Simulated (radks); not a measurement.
Kinetic energies: the exact non-interacting value of the Kohn-Sham orbitals and orbital-free approximations, as 100 (|E| - |E exact|)/|E exact|, negative where the magnitude is too small. Species: Ba [Xe] 6s2; Cs [Xe] 6s1; Pd [Kr] 4d10. Calculated with a radial shooting solver on a logarithmic mesh with Libxc functionals: non-relativistic Kohn-Sham, exchange-only LDA, spin-polarised, spherical densities, point nucleus. Every spin shell is full or empty, so the densities are truly spherical. Functionals are evaluated on that one density, not self-consistently.

functional            Ba       Cs       Pd
exact (hartree)  7874.73  7545.28  4931.01
Thomas-Fermi       -5.16    -5.17    -5.43
von Weizsacker    -59.98   -59.75   -57.33
TF + vW           +34.86   +35.08   +37.24
TF + vW/9          -0.71    -0.70    -0.69
TF + vW/5          +2.85    +2.88    +3.10
LC94               +0.03    +0.04    +0.06
APBEK              +0.08    +0.09    +0.12
Perdew 92          -0.70    -0.69    -0.68
Thakkar            -0.65    -0.63    -0.55
Pearson            -0.92    -0.92    -0.95
LKT               +18.31   +18.45   +19.77
PG1               +14.35   +14.46   +15.55
DePristo-Kress     -0.15    -0.13    -0.09
Ernzerhof          -0.45    -0.44    -0.40
